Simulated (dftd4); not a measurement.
Br$_{3}$Ga (SMILES [Br][Ga]([Br])[Br]), singlet, geometry from GFN2-xTB (such geometries of metal compounds can be far from the true shape); dftd4 with D4 for revpbe.

dftd4 was given this input:
```
$ dftd4 mol.xyz --func revpbe --charge 0 --json dftd4.json --noedisp

# file mol.xyz
4

Ga     0.00000000    -0.00000000     0.00000000
Br     2.17032508    -0.33225835    -0.66424648
Br    -0.77422939    -0.98270758     1.92270243
Br    -1.39609569     1.31496593    -1.25845594
```

The log (banner, timings and long lists left out):

```
                    ____  _____ _____     ____  _  _
      -------------|  _ \|  ___|_   _|---|  _ \| || |------------
     |             | | | | |_    | | ___ | | | | || |_           |
     |             | |_| |  _|   | ||___|| |_| |__   _|          |
     |             |____/|_|     |_|     |____/   |_|            |
     |             ===================================           |
     |            E. Caldeweyher, S. Ehlert & S. Grimme          |
     |          Mulliken Center for Theoretical Chemistry        |
     |                    University of Bonn                     |
      -----------------------------------------------------------

Rational (Becke-Johnson) damping: revpbe-D4-ATM
---------------------
  s6         1.0000
  s8         1.7468
  s9         1.0000
  a1         0.5363
  a2         3.0726
 alp        16.0000
--------------------

Dispersion energy:      -1.2601356412907E-02 Eh

[Info] JSON dump of results written to 'dftd4.json'
```
